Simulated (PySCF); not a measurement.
## Energy of Cr⁺ (chromium, charge +1) between two integer charges

The 3d alpha orbital of [Ar] 3d5 is emptied in steps (occupation f), with all orbitals relaxed, ending at [Ar] 3d4. Computed with PySCF 2.14 in def2-SVP (5s3p2d1f, 31 functions), with no relativity, point nucleus. The exact energy is a straight line in f; departures are measured from the line between the end points of the same method.

```
  f  BHandHLYP (eV)  wB97X (eV)  M06-2X (eV)
  1           0.000       0.000        0.000
0.8          -0.378      -0.308       -0.334
0.6          -0.577      -0.473       -0.515
0.4          -0.588      -0.486       -0.532
0.2          -0.399      -0.333       -0.367
  0           0.000       0.000        0.000
```

```csv
method,E(f=0) − E(f=1) (eV),−ε at f=1 (eV),−ε at f=0.4 (eV)
BHandHLYP,16.588,14.271,17.024
wB97X,16.614,14.730,16.955
M06-2X,16.586,14.555,16.940
```

Orbital energy along the path (eV):

| f | BHandHLYP | wB97X | M06-2X |
| --- | --- | --- | --- |
| 1 | -14.271 | -14.730 | -14.555 |
| 0.8 | -15.136 | -15.422 | -15.288 |
| 0.6 | -16.054 | -16.161 | -16.077 |
| 0.4 | -17.024 | -16.955 | -16.940 |
| 0.2 | -18.048 | -17.816 | -17.896 |
| 0 | -19.129 | -18.750 | -18.979 |

Reference removal energy between the ground levels: 16.486 eV (measured; NIST Atomic Spectra Database, ionization energies). The calculation has no spin-orbit coupling. The determinant left behind need not be the lowest term of the ion.
